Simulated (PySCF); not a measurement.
A calculated (M06-2X, PySCF 2.14, jorge-DZP-DKH, the spin-free X2C one-electron Hamiltonian (Gaussian nucleus)) atom or ion has these occupied shells.

```json
{"shell": "1s α", "electrons": "1", "orbital energy (eV)": "-2141.9", "rms radius, mean of both spins (bohr)": "0.120"}
{"shell": "1s β", "electrons": "1", "orbital energy (eV)": "-2141.5", "rms radius, mean of both spins (bohr)": "0.120"}
{"shell": "2s α", "electrons": "1", "orbital energy (eV)": "-199.14", "rms radius, mean of both spins (bohr)": "0.564"}
{"shell": "2s β", "electrons": "1", "orbital energy (eV)": "-198.94", "rms radius, mean of both spins (bohr)": "0.564"}
{"shell": "2p α", "electrons": "3", "orbital energy (eV)": "-146.96", "rms radius, mean of both spins (bohr)": "0.540"}
{"shell": "2p β", "electrons": "3", "orbital energy (eV)": "-146.40", "rms radius, mean of both spins (bohr)": "0.540"}
{"shell": "3s α", "electrons": "1", "orbital energy (eV)": "-27.232", "rms radius, mean of both spins (bohr)": "1.98"}
{"shell": "3s β", "electrons": "1", "orbital energy (eV)": "-24.539", "rms radius, mean of both spins (bohr)": "1.98"}
{"shell": "3p α", "electrons": "2", "orbital energy (eV)": "-17.165", "rms radius, mean of both spins (bohr)": "2.30"}
```

Problem. Name the element and its charge.

Solution. P+ (phosphorus, charge +1), in [Ne] 3s2 3p2, high-spin 3P determinant.
